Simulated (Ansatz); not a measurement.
Cost and result for the atomization energy of `O[SiH](O)[SiH](Cl)Cl` (10 atoms, 9 bonds).

```xyz
10

O     0.7872    1.6159    0.9229
Si    0.5225    0.0383    0.5939
O    -0.3056   -0.6232    1.8497
Si   -0.7574    0.0033   -1.3690
Cl    0.4095    0.4898   -2.9863
Cl   -1.4120   -1.9423   -1.5803
H     1.2927    1.8481    1.7040
H     1.7880   -0.7210    0.3796
H    -0.3679   -1.5788    1.8964
H    -1.9571    0.8698   -1.4109
```

Total charge 0; spin multiplicity 1. All single points use the PBE0-D4/def2-TZVP geometry. It is one conformer, not always the lowest. Program: Ansatz. All runs use 2 threads of an AMD EPYC 7R13 on a shared host and a share of an NVIDIA H100 80 GB. Times are those of one run each, without the atoms' runs, and a repeat can differ threefold. Electronic energies, without spin–orbit coupling; frozen cores. CCSD(T)/CBS adds CCSD(T) − MP2 in def2-TZVPP to the MP2 limit, and its time is that of the two runs behind it. T1 = 0.011. B3LYP takes the VWN-RPA correlation (the form of Gaussian; ORCA's B3LYP/G).

CCSD(T)/CBS is a level of theory with its own doubt, some kJ/mol a heavy atom from the limit and from the frozen cores, so smaller differences don't rank the functionals.

```tsv
level	functions	wall time
B2PLYP/def2-TZVPP	286	4.2 s
r2SCAN-D4/def2-TZVPP (with forces)	286	5.5 s
PBE-D4/def2-TZVPP (with forces)	286	6 s
PBE0-D4/def2-TZVPP	286	6 s
B3LYP-D4/def2-TZVPP (with forces)	286	6 s
MP2/def2-QZVPP	514	7.5 s
ωB97X-V/def2-TZVPP	286	9 s
ωB97M-V/def2-TZVPP (with forces)	286	10 s
CCSD(T)/def2-TZVPP	286	10 s
CCSD(T)/CBS(def2)	–	18 s
```

Q: What atomization energy does each give, and how far from CCSD(T)/CBS? (An estimate is asked.)

A: The calculation gave: 
| level | atomization (kJ/mol) | difference from CCSD(T)/CBS | per bond |
| --- | --- | --- | --- |
| B2PLYP/def2-TZVPP | 3469.3 | -84.7 | -9.4 |
| r2SCAN-D4/def2-TZVPP (with forces) | 3546.8 | -7.2 | -0.8 |
| PBE-D4/def2-TZVPP (with forces) | 3563.1 | 9.1 | 1.0 |
| PBE0-D4/def2-TZVPP | 3499.8 | -54.2 | -6.0 |
| B3LYP-D4/def2-TZVPP (with forces) | 3497.2 | -56.8 | -6.3 |
| MP2/def2-QZVPP | 3605.8 | 51.8 | 5.7 |
| ωB97X-V/def2-TZVPP | 3553.2 | -0.8 | -0.1 |
| ωB97M-V/def2-TZVPP (with forces) | 3547.0 | -7.0 | -0.8 |
| CCSD(T)/def2-TZVPP | 3426.2 | -127.8 | -14.2 |
| CCSD(T)/CBS(def2) | 3554.0 | 0.0 | 0.0 |

The D4 term adds +50.5 kJ/mol with B3LYP and +26.8 kJ/mol with PBE0; it sums over pairs of atoms, weighted by their polarisabilities, and B3LYP, whose exchange is more repulsive, gets the larger term. From PBE to PBE0 (25 % exact exchange), in def2-TZVPP and without D4, the atomization energy moves by −59.1 kJ/mol: exact exchange takes away binding that semilocal exchange gives to molecules. In def2-TZVPP, CCSD(T) changes the Hartree–Fock value by +885.9 kJ/mol (the triples alone add +59.3 kJ/mol) and MP2 by +988.9 kJ/mol; breaking electron pairs costs correlation energy, which Hartree–Fock lacks.
